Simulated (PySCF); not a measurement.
## Molecular orbitals of KI

B3LYP at R = 3.063 Å; basis K x2c-SVPall, I x2c-SVPall; spin-free X2C with a Gaussian nucleus; PySCF 2.14. State: ¹Σ⁺ (singlet), closed shell. Only the outer orbitals are listed, counted within each symmetry.

| orbital | occ. | ε (eV) | on K (%) | main shells (%) |
| --- | --- | --- | --- | --- |
| 13σ | 2 | -38.76 | 100 | 100 K s |
| 7π | 2 | -21.20 | 100 | 100 K p |
| 7π | 2 | -21.20 | 100 | 100 K p |
| 14σ | 2 | -21.12 | 99 | 99 K p |
| 15σ | 2 | -15.58 | 3 | 97 I s |
| 16σ | 2 | -5.30 | 10 | 90 I p |
| 8π | 2 | -4.93 | 5 | 95 I p |
| 8π | 2 | -4.93 | 5 | 95 I p |
| 17σ | 0 | -1.78 | 97 | 78 K s, 18 K p |
| 9π | 0 | 0.09 | 98 | 94 K p |
| 9π | 0 | 0.09 | 98 | 94 K p |

Task: Which are the highest filled and the lowest empty level, where do they sit, and how wide is the gap?

Result: Highest filled 8π at -4.93 eV (in %: 95 I p); lowest empty 17σ at -1.78 eV (in %: 78 K s, 18 K p); the gap at B3LYP is 3.15 eV.

The bond order (Mayer) is 0.79 and the ⟨S²⟩ is 0.000. The charge on K (Mulliken, basis-dependent) is 0.58 and the charge on K (Löwdin, basis-dependent) is 0.35. The dipole moment (positive dipole means K(−)I(+)) is -10.38 D, the polarisability along the bond is 77.1 bohr³ and the polarisability across the bond is 43.1 bohr³.

Spin–orbit coupling is left out.
